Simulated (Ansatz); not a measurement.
System: trichlorogermane, sum formula GeHCl$_{3}$, net charge 0, singlet state. 
Structure (B3LYP-D3(BJ)/def2-TZVP (Ansatz, a quantum-chemistry and plane-wave program) minimum search):
```xyz
5

Cl    -0.1003     2.0292    -0.0854
Ge     0.0010    -0.0488     0.4334
Cl    -1.6889    -1.0483    -0.4283
Cl     1.7871    -0.8761    -0.4167
H      0.0044    -0.2195     1.9497
```

Computed values are from Ansatz. Correlated levels leave the core frozen unless marked. UHF or UKS for open shells. Spin-orbit coupling is left out. The frozen core is the preceding noble-gas configuration, with the filled d and f shells of earlier blocks. No relativistic terms. CBS marks a two-point X^-3 extrapolation of the correlation energy; Hartree-Fock from the larger set.

Problem. What is the total energy at CCSD(T)/CBS(def2-TZVPPD,def2-QZVPPD)?

Solution. -3455.5829 Eh.

Problem. What is the T1 diagnostic at CCSD/def2-QZVPPD?

Solution. 0.008.

Problem. What is the atomisation energy De at CCSD(T)/CBS(def2-TZVPPD,def2-QZVPPD)?

Solution. 1379.3 kJ/mol.

Problem. What is the dipole moment at CCSD(T)/def2-SVPD?

Solution. 1.46 D.
